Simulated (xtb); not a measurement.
xtb input:

```bash
xtb mol.xyz --gfn 2 --sp --chrg 0 --uhf 0
```
mol.xyz:
```
6

C      1.49375860     0.93590360     0.61655776
C      0.54448626     0.25735295     0.32958994
C     -0.58743394    -0.59110517     0.03664527
O     -1.28222454    -0.47303958    -0.94259566
H      2.33101412     1.54736477     0.85341856
H     -0.77808336    -1.37595642     0.79058889
```

### Question
Which total energy does the run end on?

### Answer
-11.39545 Eh (GFN2-xTB).
